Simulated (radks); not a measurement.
Results of a calculation; reference values are marked as such.
Re+, 74 electrons, occupied as [Xe] 4f14 5d5 6s1 (the NIST ground configuration).

Code: a radial shooting solver on a logarithmic mesh with Libxc functionals. Model: scalar-relativistic Kohn-Sham, Slater X-alpha with alpha = 0.657, spin-polarised, spherical densities, finite nucleus; open shells are filled with parallel spins first (spin-orbit coupling, left out, can overturn this in heavy ions); Fermi nuclear charge, rms radius 5.3698 fm.

Energy parts (eV):
part                   energy
total              -453543.85
kinetic             501048.91
electron-nucleus  -1122665.09
Hartree             176463.27
exchange             -8390.94

Orbitals (lengths in bohr, moments of r in powers of bohr; <r^-3> diverges for s and p1/2):
| orbital | occ. | eigenvalue (eV) | <r^-3> | <r^2> |
|---|---|---|---|---|
| 1s up | 1 | -71570.18 | - | 0.0004487 |
| 1s down | 1 | -71570.17 | - | 0.0004487 |
| 2s up | 1 | -12413.78 | - | 0.006887 |
| 2s down | 1 | -12413.55 | - | 0.006887 |
| 2p up | 3 | -10841.12 | 20770 | 0.005712 |
| 2p down | 3 | -10840.93 | 20780 | 0.005712 |
| 3s up | 1 | -2877.371 | - | 0.04467 |
| 3s down | 1 | -2877.271 | - | 0.04467 |
| 3p up | 3 | -2413.484 | 4655 | 0.04547 |
| 3p down | 3 | -2413.378 | 4655 | 0.04547 |
| 3d up | 5 | -1885.653 | 594.7 | 0.03768 |
| 3d down | 5 | -1885.489 | 594.7 | 0.03768 |
| 4s up | 1 | -604.0893 | - | 0.2196 |
| 4s down | 1 | -603.8572 | - | 0.2196 |
| 4p up | 3 | -451.8322 | 1092 | 0.2503 |
| 4p down | 3 | -451.5930 | 1092 | 0.2502 |
| 4d up | 5 | -260.5547 | 119.7 | 0.2905 |
| 4d down | 5 | -260.2547 | 119.8 | 0.2900 |
| 5s up | 1 | -92.2939 | - | 1.216 |
| 5s down | 1 | -89.9431 | - | 1.193 |
| 5p up | 3 | -54.4451 | 161.3 | 1.677 |
| 5p down | 3 | -51.3188 | 168.2 | 1.625 |
| 4f up | 7 | -48.2733 | 20.84 | 0.4259 |
| 4f down | 7 | -47.6945 | 21.03 | 0.4159 |
| 5d up | 5 | -13.2189 | 8.105 | 4.144 |
| 6s up | 1 | -13.1287 | - | 8.988 |
| 5d down | 0 | -8.6485 | 8.815 | 4.130 |
| 6s down | 0 | -8.3625 | - | 10.68 |

The highest occupied level is 6s up at -13.129 eV. The density falls to 0.001 e/bohr^3 at r = 4.23 bohr. Spin moment in Bohr magnetons: 6. The electron density at the nucleus is 1.642e+06 e/bohr^3 (large components only).
